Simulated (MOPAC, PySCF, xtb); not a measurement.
Noncovalent pair: CHN (SMILES C#N) (first 3 atoms) with CH2O2 (SMILES O=CO); geometry from B3LYP-D3(BJ)/def2-TZVP, rigid monomers moved along the line of their centres of mass till N2···H8 is 2.67 Å.
(charge 0, multiplicity 1):
```xyz
8

C      0.2913     0.1946    -0.1467
N     -0.2525    -0.2945     0.7320
H      0.8014     0.6532    -0.9642
O      0.9537     0.6331     4.5735
C      0.1111    -0.0985     5.0181
O     -0.7557    -0.8195     4.3064
H     -0.0540    -0.2690     6.0914
H     -0.6019    -0.6620     3.3489
```

Interaction energies are E(AB) − E(A) − E(B) at the monomers' geometry in the complex; basis-set methods are counterpoise corrected. Rows marked so take none.

Rows in 6-311+G** carry no dispersion term and start afresh at each structure. The state that AM1, PM6 reach isn't checked.

Programs: MOPAC for AM1, PM6 (differences of heats of formation); PySCF for 6-311+G** rows; xtb for the GFN methods. Each number belongs to the level named beside it.

Problem. One of these levels gives -3.85 kcal/mol for the interaction energy. Name it.
(A) GFN-FF
(B) PM6
(C) AM1
(D) B3LYP/6-311+G** (no counterpoise)

Solution. A, GFN-FF. The others give -1.50 (AM1), -2.84 (PM6), -3.51 (B3LYP/6-311+G** (no counterpoise))
